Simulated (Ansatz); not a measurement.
Ideal-gas functions of CH5MgNS, SMILES `C[S][Mg][NH2]` at 800 K and 1 bar, from an Ansatz frequency run at PBE0-D4/def2-TZVP.

Molar mass 87.43 g/mol, point group Cs (symmetry number 1), electronic degeneracy 1, moments of inertia 35.458, 278.351, 307.956 u Å². Harmonic wavenumbers (cm⁻¹, unscaled): 66, 76, 103, 122, 176, 300, 374, 528, 719, 742, 959, 973, 1348, 1475, 1479, 1557, 3060, 3144, 3147, 3584, 3665.

Use S(trans) = R[1.5 ln M + 2.5 ln T − 1.1517]; rotational temperatures θ = 24.2544 K / I; S(rot) = R[ln(√π/σ · √(T³/θAθBθC)) + 1.5]; for each mode x = 1.438777 ν̃/T, S = R[x/(eˣ − 1) − ln(1 − e⁻ˣ)] and H = RT x/(eˣ − 1); 1 cm⁻¹ = 0.0119627 kJ/mol; R = 8.31446 J/(mol·K).

By hand: the entropy, in J/(mol·K).

Translation 185.1. Rotation: θ = 0.684, 0.0871, 0.0788 K, giving 122.9. Vibration, mode by mode: 26.04, 24.87, 22.35, 20.94, 17.91, 13.54, 11.77, 9.05, 6.73, 6.51, 4.74, 4.65, 2.73, 2.28, 2.27, 2.03, 0.22, 0.19, 0.19, 0.10, 0.09, in all 179.2. Electronic 0.0. Sum 487.2 J/(mol·K).

By hand: H − E and G − E in kJ/mol, counted from the electronic energy.

Zero-point energy ½ × 27597 × 0.0119627 = 165.1; thermal vibration 61.1; translation, rotation and pV give 4 RT = 26.6. H − E = 252.8 kJ/mol, and G − E = 252.8 − 800 × 487.2/1000 = -137.0 kJ/mol.

Vibration gives 37 % of the entropy, 94.2 J/(mol·K) of it from the modes under 150 cm⁻¹: soft modes count most, and the harmonic formula is weakest for them. The sum counts one conformer and one mirror image; others add a mixing term.
